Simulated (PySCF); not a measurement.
**Magnetic susceptibility: SMILES Cc1ccsc1C(=O)F, C6H5FOS**

Cartesian coordinates in Å; atom numbers follow the order of the lines, from 1:
```xyz
14

C    -0.8995   -1.4992   -0.1386
C     0.1027   -0.4122    0.0078
C     1.4837   -0.6154    0.1872
C     2.1878    0.5478    0.2942
S     1.2023    1.9356    0.1800
C    -0.2071    0.9389   -0.0178
C    -1.5146    1.5023   -0.1834
O    -2.5590    0.9536   -0.3282
F    -1.4831    2.8762   -0.1629
H    -1.6522   -1.4260    0.6448
H    -0.4190   -2.4723   -0.0884
H    -1.4242   -1.4023   -1.0879
H     1.9366   -1.5894    0.2347
H     3.2448    0.6620    0.4364
```

Level of theory: GIAO wB97X-D/pcSseg-1 magnetisability, rotational g tensor and spin-rotation constants, non-relativistic, gas phase in PySCF. Geometry: GFN2-xTB.

(1) What are the magnetisability and the molar susceptibility?

(2) Split it along the inertial axes a, b, c into diamagnetic and paramagnetic parts about the centre of mass, with the quadrupole moment.

(3) And the rotational g tensor?

Answers

(1) Isotropic -1351 × 10⁻³⁰ J/T², or -81.4 × 10⁻⁶ cm³/mol; principal values -1908, -1098, -1047 × 10⁻³⁰ J/T², anisotropy 837 × 10⁻³⁰ J/T² (root of half the summed squared differences of the principal values). The susceptibility is in cgs units.

(2) 
```tsv
axis	χ (10⁻⁶ cm³/mol)	diamagnetic (10⁻⁶ cm³/mol)	paramagnetic (10⁻⁶ cm³/mol)	summed x² of all electrons (Å²)	quadrupole Θ (D Å)
a	-63.5	-684.3	620.9	197.0	-2.30
b	-65.8	-894.7	829.0	147.4	+4.30
c	-114.9	-1460.8	1345.8	13.9	-2.00
```
Anisotropies 2χaa − χbb − χcc = +53.7 and 2χbb − χaa − χcc = +46.9 × 10⁻⁶ cm³/mol. Θ is traceless in Buckingham's convention.

(3) 
| axis | rotational constant (GHz) | g | nuclear part | electronic part |
| --- | --- | --- | --- | --- |
| a | 2.0511 | -0.0368 | 0.5615 | -0.5983 |
| b | 1.4242 | -0.0266 | 0.5280 | -0.5546 |
| c | 0.8449 | +0.0052 | 0.5394 | -0.5342 |

Asymmetric top; isotopes 12C, 19F, 1H, 16O, 32S; no vibrational averaging.
